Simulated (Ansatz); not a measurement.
C₂H₆OSSi (`COC([SiH3])=S`). The species carries charge 0 and has multiplicity 1.

```xyz
11

C     1.076   -1.226    0.470
O     1.374    0.166    0.458
C     0.442    1.024    0.067
Si   -1.329    0.606   -0.506
S     0.748    2.620    0.043
H     1.980   -1.718    0.823
H     0.834   -1.583   -0.533
H     0.251   -1.444    1.150
H    -1.646   -0.851   -0.509
H    -1.472    1.120   -1.887
H    -2.258    1.286    0.424
```

Question: List the harmonic frequencies (cm⁻¹, unscaled) at PBE0-D4/def2-TZVP in Ansatz. (Estimate.)

Answer: The calculation gave: 36, 128, 172, 204, 259, 407, 434, 554, 644, 671, 903, 938, 949, 1035, 1121, 1163, 1226, 1298, 1478, 1485, 1492, 2200, 2257, 2267, 3055, 3136, 3175.

Question: Is this a minimum?

Answer: Yes, all 27 modes are real.

Question: Give the ideal-gas thermochemistry at 298.15 K and 1 bar (rigid rotor, harmonic oscillator; point group Cs, symmetry number 1).

Answer: Zero-point energy 195.5 kJ/mol; H(298) − E = 217.2 kJ/mol; entropy 358.5 J/(mol·K), of which translation 167.0, rotation 114.9, vibration 76.6; G(298) − E = 110.3 kJ/mol. Modes under 100 cm⁻¹ are hindered rotations or soft bends, so the harmonic entropy is rough.
